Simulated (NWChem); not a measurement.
CHF, singlet; SMILES [CH]F

Results from NWChem. Low-valent species are run as closed-shell singlets; no triplet was tried in these runs. Coordinates come from a PBE0-D3(BJ)/def2-TZVP optimisation. Core excitations by TDA in a window of 1s orbitals, non-relativistic and unshifted: absolute energies depend strongly on the exact-exchange share.

For level C K edge, PBE/cc-pVTZ:

```
Property                                   Value
----------------------------------------  ------
first 1s excitation (eV)                   268.9
dipole oscillator strength of the first   0.0616
first state with f > 0.002 (eV)            268.9
dipole oscillator strength of that state  0.0616
```

### Question
How do the values read with level F K edge, BHandHLYP/cc-pVTZ instead?

### Answer
| Quantity | Result |
|---|---|
| first 1s excitation (eV) | 683.0 |
| dipole oscillator strength of the first | 0.0211 |
| first state with f > 0.002 (eV) | 683.0 |
| dipole oscillator strength of that state | 0.0211 |
